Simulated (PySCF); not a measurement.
Solvent effects on NMR parameters

Atoms are numbered as in `[O:1]=[CH:2][c:3]1[cH:4][cH:5][c:6]([CH2:7][C:8]([F:9])([F:10])[F:11])[cH:12][cH:13]1`; H(Xn) means a hydrogen on atom n.

GIAO PBE0/pcSseg-1 in PySCF on one PBE0-D3(BJ)/def2-SVP conformer, non-relativistic, equivalent nuclei averaged. Solvents enter as an IEF-PCM continuum (dichloromethane with ε = 8.9, acetone with ε = 20.5) around the gas-phase geometry. Shifts are referred to TMS, CFCl3 computed in the same medium.

In dichloromethane, δ in ppm: C2 199.1, C6 145.9, C3 140.2, C5/C12 138.9, C4/C13 137.6, C8 131.7, C7 43.4, F9/F10/F11 -80.2, H(C2) 9.94, H(C4)/H(C13) 8.24, H(C5)/H(C12) 7.90, H(C7) 3.37. Dipole moment 4.01 D.

Problem. How does each δ change in the more polar medium?

Solution. 
```tsv
atoms	environment	Δδ, acetone
C2	aldehyde carbonyl carbon	+0.7
C6	substituted aromatic carbon	+0.4
C3	substituted aromatic carbon	0.0
C5/C12	aromatic CH	+0.2
C4/C13	aromatic CH	+0.1
C8	CF3 carbon	+0.2
C7	sp3 CH2 on an aromatic ring	0.0
F9/F10/F11	fluorine of a CF3 group	+0.1
H(C2)	hydrogen on an aldehyde carbonyl carbon	+0.01
H(C4)/H(C13)	hydrogen on an aromatic CH	+0.02
H(C5)/H(C12)	hydrogen on an aromatic CH	+0.03
H(C7)	hydrogen on an sp3 CH2 on an aromatic ring	+0.04
```

Changes are relative to dichloromethane. The dipole moment becomes 4.14 D in acetone.

Problem. Which nuclei move most (in ppm), and what does the model miss?

Solution. C2 (aldehyde carbonyl carbon, +0.7 ppm) in acetone. A continuum only polarises the solute; specific hydrogen bonds, the anisotropy of aromatic solvents and changes of geometry or conformer are outside it.
